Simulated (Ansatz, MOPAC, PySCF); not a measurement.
Noncovalent pair: NH3 (SMILES N) (first 4 atoms) with CHN (SMILES C#N); geometry from B3LYP-D3(BJ)/def2-TZVP.
(charge 0, multiplicity 1):
| atom | x (Å) | y (Å) | z (Å) |
|---|---|---|---|
| N | -0.3143 | 0.0262 | 0.0127 |
| H | -1.1880 | 0.4366 | -0.2992 |
| H | 0.4363 | 0.5891 | -0.3731 |
| H | -0.2471 | -0.8937 | -0.4094 |
| C | -0.1560 | -0.1174 | 3.1640 |
| N | -0.0999 | -0.1683 | 4.3091 |
| H | -0.2095 | -0.0691 | 2.0800 |

Counterpoise-corrected where a basis set is named; no monomer relaxation. Rows marked so take none.

Rows in 6-311+G** carry no dispersion term and start afresh at each structure. The state that PM6 reach isn't checked.

Codes used: Ansatz (a program for electronic structure) with Gaussian orbitals; MOPAC for PM6 (differences of heats of formation); PySCF for 6-311+G** rows. 

Problem. One of these levels gives -165.8 meV for the interaction energy. Which?
(A) PM6
(B) revPBE/def2-TZVPPD
(C) B3LYP/6-311+G** (no counterpoise)
(D) PBE/def2-TZVPPD

Solution. A, PM6. The others give -290.3 (PBE/def2-TZVPPD), -223.2 (revPBE/def2-TZVPPD), -317.6 (B3LYP/6-311+G** (no counterpoise))
